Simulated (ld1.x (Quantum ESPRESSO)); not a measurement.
## Logarithmic derivatives: helium, PAW

He, PAW, made with ld1.x (Quantum ESPRESSO) 7.5 (PBE, scalar-relativistic). Core none, reference 1s2. Waves: 1s (bound): rcut 0.35, rcutus 0.40 bohr; 1s channel at 0.4 Ry: rcut 0.35, rcutus 0.40 bohr; 2p channel at 0.05 Ry: rcut 0.30, rcutus 0.35 bohr. Local part: all-electron potential smoothed inside 0.25 bohr (lloc = -1). Core correction: none. Augmentation charge: PSQ, inside the norm-conserving radii.

The phase is arctan(r·u′/u) with u = r·R(r), unwrapped; energies in Ry, scanned from -3 to 5 Ry. A pole is an energy at which the radial function vanishes at the test radius. The pseudo phase is shifted by a multiple of π to meet the all-electron one at the reference energy, and phase errors are pseudo minus all-electron; the curves can meet again beyond the range given. Levels narrower than the energy grid can be missing from the lists of poles.

Q: For each channel, where are the poles, and over which energies does the pseudopotential scatter like the atom?

A:

| channel | radius (bohr) | reference energy (Ry) | poles, all-electron | poles, pseudo | unbroken range about the reference energy with phases within 0.05 rad | phase error 1 Ry above the reference energy (rad) |
| --- | --- | --- | --- | --- | --- | --- |
| s | 0.45 | -1.16 | none | none | the whole range | +0.000 |
| p | 0.45 | 0.05 | none | none | the whole range | +0.000 |

The ghost test of this file was not conclusive.

Phases in the s channel:

```
E (Ry)  all-electron  pseudo
 -3.00         0.356   0.356
 -2.52         0.313   0.313
 -2.04         0.268   0.268
 -1.56         0.220   0.220
 -1.08         0.171   0.171
 -0.60         0.119   0.119
 -0.12         0.065   0.065
  0.36         0.010   0.010
  0.84        -0.046  -0.046
  1.32        -0.104  -0.104
  1.80        -0.163  -0.163
  2.28        -0.222  -0.222
  2.76        -0.281  -0.281
  3.24        -0.340  -0.340
  3.72        -0.398  -0.398
  4.20        -0.455  -0.455
  4.68        -0.510  -0.511
```
